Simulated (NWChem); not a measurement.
**Volume series of Si (diamond structure): lattice constant and bulk modulus**

Program: NWChem. Level: LDA (Vosko), HGH pseudopotentials (valence charges Si 4), cutoff 15 Ha, shifted 4×4×4 mesh, two-atom cell, no spin-orbit coupling. The cell is scaled uniformly; the run nearest the minimum isn't listed, and energies count from the lowest row shown.

```json
[
 {"volume (Å³/cell)": "36.65", "E (meV/atom)": "21.2"},
 {"volume (Å³/cell)": "37.43", "E (meV/atom)": "7.8"},
 {"volume (Å³/cell)": "38.21", "E (meV/atom)": "0.1"},
 {"volume (Å³/cell)": "39.77", "E (meV/atom)": "0.0"},
 {"volume (Å³/cell)": "40.55", "E (meV/atom)": "6.7"},
 {"volume (Å³/cell)": "41.33", "E (meV/atom)": "?"}
]
```

### Question
Fit the energy as a cubic in V^(−2/3), give the equilibrium lattice constant and bulk modulus, and predict the withheld row.

### Answer
The minimum lies at V₀ = 38.99 Å³, so a₀ = (4V₀)^(1/3) = 5.383 Å, and B₀ = V·d²E/dV² ≈ 98 GPa. The fit predicts 17.3 meV/atom at 41.33 Å³; the run gave 17.0.
